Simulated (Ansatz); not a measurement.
`CO[SiH](C)O`. The species carries charge 0 and has multiplicity 1. The geometry is a stationary point of PBE0-D4/def2-TZVP. It is one conformer, not always the lowest.

```xyz
13

C    -1.121    1.759    0.526
O     0.049    1.023    0.269
Si    0.059   -0.594   -0.004
C     1.823   -1.081   -0.236
O    -0.772   -1.007   -1.365
H    -0.835    2.753    0.876
H    -1.726    1.873   -0.381
H    -1.737    1.286    1.301
H    -0.609   -1.261    1.154
H     2.232   -0.598   -1.126
H     2.426   -0.780    0.624
H     1.913   -2.162   -0.363
H    -1.702   -1.212   -1.275
```

(1) What is the dipole moment at B3LYP/def2-TZVPP? (Estimate.)

(2) And with PBE, r2SCAN, ωB97M-V? (Best estimate.)

(3) Give the Mulliken charges with B3LYP, r2SCAN, ωB97M-V in def2-TZVPP. (Best estimate.)

Answers

(1) The calculation gave: 1.56 D, with components (-1.44, -0.11, 0.60) D in this frame, pointing from negative to positive charge.

(2) The calculation gave: PBE 1.41 D, r2SCAN 1.47 D, ωB97M-V 1.57 D.

(3) Computed: 
```
atom  B3LYP  r2SCAN  ωB97M-V
  C1  -0.13    0.00    -0.19
  O2  -0.38   -0.39    -0.36
 Si3   0.65    0.65     0.59
  C4  -0.38   -0.30    -0.44
  O5  -0.40   -0.42    -0.38
  H6   0.11    0.06     0.13
  H7   0.10    0.06     0.11
  H8   0.09    0.05     0.11
  H9  -0.14   -0.13    -0.09
 H10   0.11    0.08     0.13
 H11   0.10    0.07     0.12
 H12   0.10    0.07     0.11
 H13   0.18    0.20     0.17
```

B3LYP here is the variant with VWN-RPA as its local correlation; programs differ in this.
